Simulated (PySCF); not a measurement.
Run record: geometry optimisation, `[SH][Mo]([SH])([SH])[SH]` (Mo(SH)4) [triplet].

Method: PBE0-D3(BJ)/def2-SVP geometry optimisation, gas phase, def2 core potentials past Kr (PySCF 2.14.0). Start geometry: GFN2-xTB. The input is one job of a driver script: a line of settings, then coordinates in Å.

Input:
```
{"job": {"xc": "PBE0", "basis": "def2-SVP", "d3": "d3bj", "grid": 1, "maxiter": 30, "shake": 0.03, "kind": "geom"}, "charge": 0, "multiplicity": 3}
Mo     0.277190    -0.347950     0.185770
S      0.116610     0.008830     2.470380
H      0.148860     1.345710     2.536740
S      2.356180    -0.198980    -0.892180
H      2.745830    -1.375990    -0.432210
S     -0.981810     1.720970    -0.399360
H     -0.965790     1.571290    -1.719600
S     -1.250220    -1.780760    -0.721350
H     -2.314110    -1.012570    -1.053850
```

Task: Give the output.

Result: 
```
step   0  E = -1662.41684993  max force = 0.034882
step   1  E = -1662.42547154  max force = 0.006005
step   2  E = -1662.42615119  max force = 0.001694
step   3  E = -1662.42657176  max force = 0.001404
step   4  E = -1662.42665745  max force = 0.001503
step   5  E = -1662.42673657  max force = 0.000997
step   6  E = -1662.42678730  max force = 0.002293
step   7  E = -1662.42682024  max force = 0.002833
step   8  E = -1662.42691415  max force = 0.002401
step   9  E = -1662.42705040  max force = 0.000829
step  10  E = -1662.42714938  max force = 0.000651
step  11  E = -1662.42720761  max force = 0.001213
step  12  E = -1662.42725471  max force = 0.001804
step  13  E = -1662.42732246  max force = 0.001432
step  14  E = -1662.42739751  max force = 0.000844
step  15  E = -1662.42744329  max force = 0.000445
step  16  E = -1662.42746244  max force = 0.000358
step  17  E = -1662.42746098  max force = 0.000253
optimisation converged
```

Energies in Eh; «max force» is the largest Cartesian gradient component in Eh/bohr.

Task: Give the first gradient maximum in eV/Å.

Result: With 1 Eh/bohr = 51.422 eV/Å, 1.794 eV/Å.

In short: final energy -1662.42746 Eh after 17 steps; dipole 0.87 D.

Task: Where do the atoms end?

Result: 0.301 Å rms from the input after alignment:
```
atom  x, y, z in Å
Mo1    0.1149   -0.1664    0.1688
S2     0.3668   -0.3953    2.4517
H3     1.1413    0.7053    2.6308
S4     2.0227    0.1370   -1.0775
H5     2.5497   -1.1054   -0.9191
S6    -1.0946    1.7625   -0.2049
H7    -1.2146    1.6753   -1.5542
S8    -1.3517   -1.7487   -0.6262
H9    -2.4018   -0.9338   -0.8950
```

Task: Estimate the wall time. Hardware: one thread of an Arm Neoverse V2, on a shared host. And the peak memory of the process?

Result: About 4.8 min, with 0.56 GiB resident at the peak, the Python interpreter and its libraries included.
Labels such as C1 count atoms from 1, the log's own numbers from 0.
